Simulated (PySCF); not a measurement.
Shifts of the heteroatoms

Atoms are numbered as in `[CH3:1][C:2]#[C:3][SiH2:4]/[CH:5]=[CH:6]/[Si@@H:7]([Cl:8])[O:9][CH3:10]`. Hydrogens are named by the atom that carries them. Ha(Si4) is pro-R; Hb(Si4) is pro-S.

Calculated, not measured (PySCF 2.14.0 with density-fitted response routines): NMR shieldings at PBE0/pcSseg-1/GIAO, structure optimised with GFN2-xTB. In vacuum, no relativistic terms, averaged over atoms made equivalent by symmetry, fast rotation or ring inversion, single conformer.

Q: What are the ²⁹Si shifts?

A: 
```json
{"atoms": "Si7", "environment": "silicon bonded to C, Cl, O, H", "σ (ppm)": "370.4", "δ (ppm)": "-24.5"}
{"atoms": "Si4", "environment": "silicon bonded to 2 C, 2 H", "σ (ppm)": "417.6", "δ (ppm)": "-63.3"}
```

Shieldings were converted by a linear fit to measured shifts: ²⁹Si: δ = 279.94 − 0.822σ (rms 8.9 ppm, 72 shifts, 25.8 ppm with the 6 outliers that the fit left out vs TMS, solution or neat liquid). Occasional misses reach two or three times the rms, and more in compound classes unlike the fitted ones.

On a 400 MHz spectrometer ²⁹Si resonates near 79.5 MHz, so 1 ppm is 79.5 Hz.

Q: Where does ¹⁷O resonate?

A: 
| atoms | environment | σ (ppm) | δ (ppm) |
| --- | --- | --- | --- |
| O9 | oxygen bonded to C, Si | 300.9 | -7.4 |

Shieldings were converted by a linear fit to measured shifts: ¹⁷O: δ = 266.70 − 0.911σ (rms 10.7 ppm, 155 shifts, 12.2 ppm with the 3 outliers that the fit left out vs liquid water, solution or neat liquid). A few per cent of atoms miss by over 2 rms, more outside the fitted compound classes.

On a 600 MHz spectrometer ¹⁷O resonates near 81.3 MHz, so 1 ppm is 81.3 Hz.
